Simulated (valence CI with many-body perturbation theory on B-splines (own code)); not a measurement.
Cs L: key properties

Computed by valence CI with perturbative core correlation (CI+MBPT): four valence electrons over a frozen Dirac-Fock core [He], a basis of 11 s, 11 p, 10 d, 8 f, 5 g, 2 h functions for each j, with the one-electron correlation potential Σ1, the two-electron term Σ2, the three-electron term Σ3, Breit, model QED; selected CI, second order for the rest, scaled by the run's own slope (own B-spline code, finite nucleus).

No measured spectrum was set against this ion. As an estimate, large intervals hold to a few tenths of a per cent, small ones and those within an open d or f shell to about a per cent. Among the levels kept, up to 890 cm⁻¹ of a level comes from second order outside the variational space, and about a tenth of that is noise between levels of different J, which matters for small intervals.

Levels are named by their leading jj configuration (3d3/2^4 stands for four electrons in 3d with j = 3/2), which in mixed levels can hold well under half, so a name can repeat and another be missing.

Rates and lifetimes use the calculated energies. Strong lines usually hold to 10 to 20 %, long lifetimes can be off by a factor of two.

Question: What is the ground level?

Answer: (2s^2 2p1/2^2) J=0, composition 70 % 2s2 2p2 3P + 29 % 2s2 2p2 1S.

Question: How well does LS coupling describe the low levels?

Answer: Among the lowest 20 levels the leading LS term, summed over configurations, holds 66 % on average. For single configurations the figures are 66 % in LS and 99 % in jj coupling. Terms mix most in the J = 1 level at 614.7 eV, where the leading one holds 36 %.

Question: Where does the other parity begin?

Answer: At (2s 2p1/2^2 2p3/2) J=2, 552.7 eV.

Question: Name the longest-lived excited levels whose lifetime is computed, and their main decay.

Answer: (2s^2 2p1/2 2p3/2) J=2 at 377.6 eV lives 2.15 μs, mostly by E2 to (2s^2 2p1/2^2) J=0; (2s^2 2p1/2 2p3/2) J=1 at 361.7 eV lives 3.23 ns, mostly by M1 to (2s^2 2p1/2^2) J=0.

Question: What is the ionisation energy?

Answer: 9351.5 eV; NIST lists 9350 ± 4 eV (theoretical).

Question: Among levels below 6658.2 eV, which E1 lines absorb most strongly from the ground level?

Answer: to (2s 2p1/2^2 3p1/2) J=1 at 0.2261 nm, f = 0.851; to (2s^2 2p1/2 3d3/2) J=1 at 0.2252 nm, f = 0.629; to (2s 2p1/2^2 3p3/2) J=1 at 0.2209 nm, f = 0.370.
